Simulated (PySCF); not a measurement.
Predicted microwave data (PySCF 2.14.0, PBE0-D3(BJ)/def2-SVP geometry optimisation, gas phase) for one isomer of H9OPSi3:

* Rotational constants: A = 8012, B = 573.6, C = 547.8 MHz
* Dipole components: |μa| = 0.29 D, |μb| = 0.15 D, |μc| = 0.69 D
* Inertial defect: -21.62 u·Å²
* κ: -0.99

Question: Which candidate fits, each taken in the one conformer that was computed?
A. `[SiH3:1][O:2][SiH2:3][SiH2:4][PH2:5]` with Si1–O2–Si3–Si4 -176°, O2–Si3–Si4–P5 -176°, Si3–Si4–P5–H -74° and -168°
B. `[SiH3:1][SiH2:2][O:3][SiH2:4][PH2:5]` with Si1–Si2–O3–Si4 71°, Si2–O3–Si4–P5 9°, O3–Si4–P5–H 83° and 177°

Answer: A. It is [SiH3]O[SiH2][SiH2]P, a near-prolate asymmetric top. The candidates at the same level (rigid rotor, commonest isotopes):

```tsv
SMILES	A (MHz)	B (MHz)	C (MHz)	μa (D)	μb (D)	μc (D)	Δ (u·Å²)	point group	rotor
[SiH3]O[SiH2][SiH2]P	8012	573.6	547.8	0.29	0.15	0.69	-21.62	–	near-prolate asymmetric top
[SiH3][SiH2]O[SiH2]P	2588	990.6	846.9	0.77	0.17	0.24	-108.69	C1	asymmetric top
```

`[SiH3][SiH2]O[SiH2]P` has B 73 % too high. No structure here is proved a minimum.
